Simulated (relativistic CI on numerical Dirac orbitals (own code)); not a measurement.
# Zr2+ (4d2) in a crystal field

Calculated by Dirac-Coulomb-Breit CI, separate exchange-only KLI orbitals for each configuration, QED by a radiative potential, valence Slater integrals scaled by 0.8, one configuration in a parametric crystal field (own radial code).

Field parameters in Wybourne normalisation: Oh B⁴₀ = 21Dq, B⁴₄ = √(5/14) B⁴₀. The field is a parameter set, without covalency.

S is read from ⟨S²⟩ = S(S + 1).

Levels (cm⁻¹, degeneracy): 0 (2), 13 (3), 468 (3), 686 (1), 7696 (3), 7816 (2), 15470 (1), 15572 (3), 15736 (3), 15744 (2), 16918 (1), 22089 (1).

Which field gives this pattern?
A. Oh, 10Dq = 31000 cm⁻¹
B. Oh, 10Dq = 16350 cm⁻¹
C. Oh, 10Dq = 16500 cm⁻¹
D. Oh, 10Dq = 34150 cm⁻¹

C. Oh, 10Dq = 16500 cm⁻¹, ground level with S = 1.00.
